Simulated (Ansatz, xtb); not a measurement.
System: TeF2, net charge -1, doublet state. 
Coordinates optimised at B3LYP-D3(BJ)/def2-TZVP (Ansatz, a program for electronic structure):
```
Te
F 1 2.1067
F 1 2.1067 2 180.00
```
Charge -1, spin multiplicity 2.

Harmonic wavenumbers from GFN2-xTB (xtb, at its own minimum), cm⁻¹: 54, 150, 347, 386.

Q: Give the harmonic wavenumbers at B3LYP-D3(BJ)/def2-TZVP (Ansatz, finite differences of forces, unscaled).

A: 65, 185, 391, 421 cm⁻¹. Zero-point energy 1.5 kcal/mol.

Q: From these and the geometry, give the ideal-gas thermochemistry at 298.15 K and 1 atm (rigid rotor, harmonic oscillator).

A: Point group D∞h, rotational symmetry number 2. Rotational constants 2.997, 2.997 GHz. S(trans) 41.22, S(rot) 15.79, S(vib) 8.46, S(elec, spin only) 1.38, S 66.8 cal/(mol K). H(298) - H(0) 3.33 kcal/mol; G - E(el) -15.1 kcal/mol.
